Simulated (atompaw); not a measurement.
Pseudopotential generation for N: PAW (atompaw), PBE, scalar-relativistic.

| Quantity | Value |
| --- | --- |
| Element | nitrogen (N) |
| Generator | atompaw 4.2.0.5 |
| Type | PAW |
| Functional | PBE |
| Relativity | scalar-relativistic |
| Frozen core | [He] |
| Valence charge | 5 |
| Reference configuration | 2s2 2p2.75 (charge +0.25) |
| Partial waves | 2s (bound): rc 2.88 bohr; 2s channel at -1.25 Ry: rc 2.88 bohr; 2p (bound): rc 2.88 bohr; 2p channel at -0.05 Ry: rc 2.88 bohr; 3d channel at 0.1 Ry: rc 2.88 bohr |
| Local potential | troulliermartins scheme with l = 3 at -0.5 Ry, radius 2.76 bohr |
| Core correction | smooth core density matched at 1.70 bohr |
| Augmentation charge | sinc compensation charge, radius 2.60 bohr; PAW radius 2.88 bohr; waves and projectors: custom polynom vanderbiltortho |

* Cutoffs needed: 8 Ry and 12 Ry (the cutoffs (Ry, on a coarse ladder) from which the occupation-weighted sum of valence levels, in a spherical-Bessel basis at the reference potential, stays within 10 and 1 mRy of its value at 400 Ry)
* Ghost test: no extra level below or beside the all-electron valence levels (s, p, d, f tested) (spherical-Bessel basis up to 400 Ry, 20 bohr box)
* Lowest eigenvalue of the overlap operator: 0.92 (s channel)
* Overlap eigenvalues printed by atompaw (projector basis): 0.546, 3.68, 35.4, 63.2, 7.14e+03
* Share of each valence orbital outside the PAW sphere: 2s 2 %, 2p 5 %
